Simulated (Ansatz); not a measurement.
Start from `OB[Si](F)([SiH3])Cl` and change one atom or group to get `O[Si](F)([SiH3])Cl`.

Ansatz, PBE0-D4/def2-TZVP geometries, multiplicity 1. Each molecule was computed in one conformer, which needn't be the lowest.

| property | `OB[Si](F)([SiH3])Cl` |
| --- | --- |
| LUMO energy (PBE0/def2-TZVPP) / eV | -1.63 |
| HOMO–LUMO gap (PBE0/def2-TZVPP) / eV | 5.91 |
| HOMO–LUMO gap (ωB97M-V/def2-TZVPP) / eV | 9.91 |
| size of the dipole moment (PBE/def2-TZVPP) / D | 3.11 |
| HOMO energy (PBE/def2-TZVPP) / eV | -6.35 |
| LUMO energy (ωB97M-V/def2-TZVPP) / eV | 0.34 |

Problem. Give the same properties after the change, and the shifts. (Estimate.)

Solution. Computed: 
```csv
property,`O[Si](F)([SiH3])Cl`,shift
LUMO energy (PBE0/def2-TZVPP) / eV,-0.15,1.48
HOMO–LUMO gap (PBE0/def2-TZVPP) / eV,8.60,2.69
HOMO–LUMO gap (ωB97M-V/def2-TZVPP) / eV,12.45,2.54
size of the dipole moment (PBE/def2-TZVPP) / D,1.02,-2.09
HOMO energy (PBE/def2-TZVPP) / eV,-7.50,-1.15
LUMO energy (ωB97M-V/def2-TZVPP) / eV,1.64,1.30
```

With PBE0 the HOMO falls by 1.19 eV and the LUMO rises by 1.48 eV, so the gap widens by about 2.67 eV. PBE moves the HOMO by -1.15 eV and ωB97M-V by -1.23 eV. Dipoles are sizes alone; their direction can turn.
